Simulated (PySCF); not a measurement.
TaH5, SMILES [TaH5] (connectivity only; charge and spin as stated), neutral, multiplicity 1.

Geometry: PBE0-D3(BJ)/def2-TZVPD. The spin state was assumed, not searched. The def2 effective core potentials stand for the cores of Ta; spin–orbit coupling is left out.

Level of theory: PySCF with CAM-B3LYP/def2-TZVPD.

Symmetry labels are those of the subgroup C2v that the program uses (full group C4v).

Computed valence orbital energies around the gap with their symmetry:
| orbital | symmetry | energy (eV) |
|---|---|---|
| HOMO−7 | B1 | -43.10 |
| HOMO−6 | B2 | -43.10 |
| HOMO−5 | A1 | -42.99 |
| HOMO−4 | A1 | -12.53 |
| HOMO−3 | A1 | -10.64 |
| HOMO−2 | A2 | -10.50 |
| HOMO−1 | B2 | -10.15 |
| HOMO | B1 | -10.15 |
| LUMO | A1 | -1.75 |
| LUMO+1 | B1 | -1.32 |
| LUMO+2 | B2 | -1.32 |
| LUMO+3 | A1 | -1.18 |
